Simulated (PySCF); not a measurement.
C₂H₄ClFSi₂.

```xyz
10

C      2.8521     0.8372     0.6797
C      1.9234     0.0320     0.6661
Si     0.4711    -1.0793     0.6453
F      0.5759    -2.1006    -0.6378
Si    -1.4589     0.2448     0.3985
Cl    -1.1636     1.4847    -1.2543
H      3.6752     1.5407     0.6905
H      0.4511    -1.9139     1.8936
H     -2.6894    -0.5880     0.1701
H     -1.6613     1.0952     1.6227
```
Charge 0, spin multiplicity 1.

The structure is a stationary point at PBE-D3(BJ)/def2-SVP. The structure was generated by enumeration; whether it is a known compound was not checked. One conformer was computed; it need not be the lowest.

These are PBE/pcSseg-1 (PySCF) values and carry that method's errors. Non-relativistic, no solvent.

Q: Give the absolute GIAO shielding of each atom: isotropic value and principal components (ppm). (Estimate from the structure and the level; the computed values follow.)

A: 
```tsv
atom	σ(iso)	σ11	σ22	σ33	span
C1	70.9	-9.9	-3.0	225.7	235.6
C2	95.4	-4.6	6.6	284.1	288.7
Si3	348.0	275.4	337.8	430.7	155.3
F4	379.4	338.6	364.8	434.8	96.1
Si5	357.1	311.4	326.6	433.3	121.9
Cl6	1035.9	1006.7	1028.5	1072.6	65.9
H7	28.1	23.5	24.1	36.6	13.1
H8	25.4	22.7	23.5	30.0	7.3
H9	25.7	22.0	24.0	31.0	8.9
H10	25.9	22.6	24.0	30.9	8.3
```
